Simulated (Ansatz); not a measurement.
cyclo-(H2GeNH)2 (Ge₂N₂H₆), 10 atoms. Hardware: 4 threads of Arm Neoverse V2 on a shared host.

Correlated methods freeze 20 core orbitals; core or outer-core shells of Ge are correlated, in sets that lack core-valence functions.

(1) How many basis functions does each of these Ansatz runs have, and roughly what does it cost? B97M-V/def2-TZVP, charge 0 singlet, energy, from earlier orbitals; ωB97X-V/def2-TZVP, charge 0 singlet, energy, from earlier orbitals; CCSD(T)/def2-TZVP, charge 0 singlet, energy, from earlier orbitals; RPA@PBE/def2-TZVP, charge 0 singlet, energy, from earlier orbitals; PBE-D4/def2-TZVPD, charge -1 doublet at the geometry of the charge 0 singlet, energy, from earlier orbitals; BLYP-D4/def2-TZVP, charge 0 singlet, energy, from earlier orbitals; PBE0-D4/def2-TZVP, charge 0 singlet, energy, from earlier orbitals; r2SCAN-D4/def2-TZVP, charge 0 triplet at the geometry of the charge 0 singlet, energy, from earlier orbitals; r2SCAN-D4/def2-TZVPD, charge 0 singlet, energy, from earlier orbitals; r2SCAN-D4/def2-TZVP, charge 0 singlet, energy and forces, from earlier orbitals; PBE0-D4/def2-SVP, charge 1 doublet at the geometry of the charge 0 singlet, energy with a search over starts; PBE-D4/def2-SVP, charge 0 singlet, energy, from earlier orbitals.

Results:

(1) Other jobs shared the machine, so times can vary by a factor of up to 3. A dash marks memory too small to be measured apart from the calling script's.

| run | functions | fitting or Cholesky vectors | wall time | peak host memory (GiB) |
| --- | --- | --- | --- | --- |
| PBE-D4/def2-SVP, charge 0 singlet, energy, from earlier orbitals | 122 | 1394 | 0.95 s | – |
| BLYP-D4/def2-TZVP, charge 0 singlet, energy, from earlier orbitals | 194 | 1290 | 1.6 s | – |
| PBE0-D4/def2-TZVP, charge 0 singlet, energy, from earlier orbitals | 194 | 1376 | 2.6 s | 0.61 |
| RPA@PBE/def2-TZVP, charge 0 singlet, energy, from earlier orbitals | 194 | 1342 | 3.6 s | – |
| r2SCAN-D4/def2-TZVP, charge 0 singlet, energy and forces, from earlier orbitals | 194 | 1290 | 4.3 s | – |
| PBE0-D4/def2-SVP, charge 1 doublet at the geometry of the charge 0 singlet, energy with a search over starts | 122 | 1222 | 4.6 s | – |
| r2SCAN-D4/def2-TZVPD, charge 0 singlet, energy, from earlier orbitals | 236 | 1410 | 5.5 s | – |
| PBE-D4/def2-TZVPD, charge -1 doublet at the geometry of the charge 0 singlet, energy, from earlier orbitals | 236 | 1410 | 6 s | – |
| B97M-V/def2-TZVP, charge 0 singlet, energy, from earlier orbitals | 194 | 1290 | 7 s | – |
| ωB97X-V/def2-TZVP, charge 0 singlet, energy, from earlier orbitals | 194 | 1352 | 7 s | 0.73 |
| r2SCAN-D4/def2-TZVP, charge 0 triplet at the geometry of the charge 0 singlet, energy, from earlier orbitals | 194 | 1290 | 10 s | – |
| CCSD(T)/def2-TZVP, charge 0 singlet, energy, from earlier orbitals | 194 | 1342 | 83 s | 2.5 |
